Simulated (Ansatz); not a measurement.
Gas-phase electronic energies from Ansatz, PBE0-D4/def2-TZVP geometries. CCSD(T)/CBS adds triple-zeta CCSD(T) − MP2 to the extrapolated MP2 energy (def2 sets, frozen cores). This one scheme is used for every species. Double bonds are as drawn, so ΔE can hold a change between cis and trans. Functionals use def2-TZVPP. B3LYP here is the variant with VWN-RPA as its local correlation; programs differ in this. HSE06 is defined as in plane-wave codes. Triplets are unrestricted, without spin–orbit coupling. For Ga outer-core shells are correlated without core-valence functions, which leaves a few kJ/mol of doubt a bond. Scalar relativity is left out up to krypton. One conformer a species, not always the lowest.

`CO/C=[N]/[GaH2]` → `[CH2]` (triplet) + `O/C=[N]/[GaH2]`  (formal loss of a carbene)

```tsv
level	ΔE (kJ/mol)	difference from CCSD(T)/CBS
LDA (SPW92)	466.9	74.2
PBE-D4	399.9	7.2
revPBE-D4	387.9	-4.8
BLYP-D4	391.7	-1.0
r2SCAN-D4	372.1	-20.6
B97M-V	395.0	2.3
B3LYP-D4	390.1	-2.6
r2SCAN0-D4	366.3	-26.4
HSE06-D4	389.9	-2.8
BHLYP-D4	378.0	-14.7
CAM-B3LYP-D4	394.7	2.0
ωB97X-V	406.4	13.7
B2PLYP	385.8	-6.9
PBE-QIDH	387.4	-5.3
PBE	393.3	0.6
revPBE	367.4	-25.3
BLYP	377.5	-15.2
r2SCAN	370.2	-22.5
PBE0	384.0	-8.7
B3LYP	379.8	-12.9
r2SCANh	367.6	-25.1
r2SCAN0	364.1	-28.6
HSE06	384.6	-8.1
BHLYP	370.5	-22.2
CAM-B3LYP	388.9	-3.8
LC-ωPBE	380.5	-12.2
RPA@PBE/def2-TZVPP	381.7	-11.0
HF/def2-SVP	261.2	-131.5
MP2/def2-SVP	385.5	-7.2
CCSD/def2-SVP	372.2	-20.5
CCSD(T)/def2-SVP	381.3	-11.4
MP2/def2-TZVPP	392.7	0.0
SCS-MP2/def2-TZVPP	396.7	4.0
CCSD/def2-TZVPP	371.8	-20.9
CCSD(T)/def2-TZVPP	383.5	-9.2
HF/def2-QZVPP	251.6	-141.1
MP2/def2-QZVPP	398.1	5.4
SCS-MP2/def2-QZVPP	403.2	10.5
HF/CBS(def2)	251.6	-141.1
MP2/CBS(def2)	401.9	9.2
CCSD(T)/CBS	392.7	0
```

Largest T1 diagnostic among the species: 0.016.

At CCSD(T), def2-SVP lies −11.4 kJ/mol from the extrapolated value and def2-TZVPP −9.2 kJ/mol. From r2SCAN to r2SCAN0 (25 % exact exchange), in def2-TZVPP and without D4, ΔE moves by −6.1 kJ/mol. In def2-TZVPP, CCSD(T) changes the Hartree–Fock value by +132.2 kJ/mol (the triples alone add +11.8 kJ/mol) and MP2 by +141.4 kJ/mol.

CCSD(T)/CBS has its own doubt, a few kJ/mol and more with outer-core shells, so smaller differences from it don't rank the levels.
